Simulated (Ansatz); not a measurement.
`N[SiH2]CBCl` + `[OH][GeH3]` → `ClBC[O][GeH3]` + `N[SiH3]`  (substitution at a C–Si bond)

Calculated with Ansatz (gas phase, PBE0-D4/def2-TZVP geometries, no zero-point term in ΔE). CBS: MP2 limit from def2 TZ/QZ plus the TZ coupled-cluster correction, frozen cores. This one scheme is used for every species. DFT in def2-TZVPP. B3LYP here is the variant with VWN-RPA as its local correlation; programs differ in this. For Ge outer-core shells are correlated without core-valence functions, which leaves a few kJ/mol of doubt a bond. Scalar relativity is left out up to krypton. Each species was taken in one conformer, which may not be the lowest.

CCSD(T)/CBS gives +1.32 eV.

Another level gave +1.30 eV. Which?
A. PBE0/def2-TZVPP
B. MP2/def2-TZVPP
C. HF/def2-TZVPP
D. B3LYP-D4/def2-TZVPP

A. PBE0 1.30, HF/def2-TZVPP 1.13, B3LYP-D4 1.24, MP2/def2-TZVPP 1.38 eV.

Largest T1 diagnostic among the species: 0.012.

The D4 term adds +0.03 eV with B3LYP and +0.02 eV with PBE0; it sums over pairs of atoms, weighted by their polarisabilities, and B3LYP, whose exchange is more repulsive, gets the larger term. In def2-TZVPP, CCSD(T) changes the Hartree–Fock value by +0.15 eV (the triples alone add +0.01 eV) and MP2 by +0.25 eV.
